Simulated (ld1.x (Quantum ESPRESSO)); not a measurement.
# How hard is this phosphorus (P) TM potential?

* Element: phosphorus (P)
* Generator: ld1.x (Quantum ESPRESSO) 7.5
* Type: norm-conserving Troullier–Martins (Kleinman–Bylander form)
* Functional: PW91
* Relativity: scalar-relativistic
* Frozen core: [Ne]
* Valence charge: 5
* Reference configuration: 3s2 3p3
* Partial waves: 3s (bound): rc 1.10 bohr; 3p (bound): rc 1.90 bohr; 3d channel at -0.1 Ry: rc 1.50 bohr
* Local potential: all-electron potential smoothed inside 1.70 bohr (lloc = -1)
* Core correction: a·sin(br)/r model core, default radius (core density twice the valence density)

The pseudo-atom Hamiltonian at the reference potential is diagonalised in spherical Bessel functions j_l(qr) that vanish at 20 bohr, with q² up to the cutoff. All-electron valence levels (Ry): 3s -1.0302, 3p -0.4078.

Problem. How do the lowest levels (Ry) of each channel move with the cutoff, and are there ghosts?

Solution.

```
cutoff (Ry)     s #1     p #1    p #2    d #1    d #2    f #1    f #2  Σ f·Δε (mRy)
          8  -0.8487  -0.4039  0.0298  0.0676  0.1398  0.1190  0.2445         374.5
         12  -0.8949  -0.4068  0.0296  0.0674  0.1388  0.1190  0.2445         273.5
         21  -0.9054  -0.4074  0.0296  0.0672  0.1377  0.1190  0.2445         250.6
         30  -0.9271  -0.4077  0.0296  0.0670  0.1373  0.1190  0.2445         206.1
         45  -0.9958  -0.4078  0.0296  0.0670  0.1369  0.1190  0.2445          68.7
         55  -1.0203  -0.4078  0.0296  0.0670  0.1369  0.1190  0.2445          19.6
         70  -1.0272  -0.4078  0.0296  0.0670  0.1369  0.1190  0.2445           5.9
        100  -1.0282  -0.4078  0.0296  0.0670  0.1369  0.1190  0.2445           3.9
        120  -1.0292  -0.4078  0.0296  0.0670  0.1369  0.1190  0.2445           1.8
        180  -1.0297  -0.4078  0.0296  0.0670  0.1369  0.1190  0.2445           0.9
        230  -1.0299  -0.4078  0.0296  0.0670  0.1369  0.1190  0.2445           0.5
        400  -1.0301  -0.4078  0.0296  0.0670  0.1369  0.1190  0.2445           0.0
```

Result: no extra level below or beside the all-electron valence levels (s, p, d, f tested); 10 mRy is reached at 70 Ry and 1 mRy at 180 Ry.
